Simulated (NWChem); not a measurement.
System: SeF₄; SMILES F[Se](F)(F)F

Program: NWChem. Pople sets run with spherical d functions. The geometry was optimised at PBE0/def2-SVP. Ions are spin-unrestricted doublets at the neutral geometry; other ion states weren't tried.

```
level                  basis functions  −ε(HOMO) (eV)
---------------------  ---------------  -------------
Hartree-Fock/STO-3G                 38     (withheld)
Hartree-Fock/3-21G                  58          13.23
Hartree-Fock/6-31G*                 88          13.90
Hartree-Fock/6-311G**              116          14.23
```

Problem. Some entries are withheld; supply them.

Solution. 
- Hartree-Fock/STO-3G, −ε(HOMO) (eV): 7.05
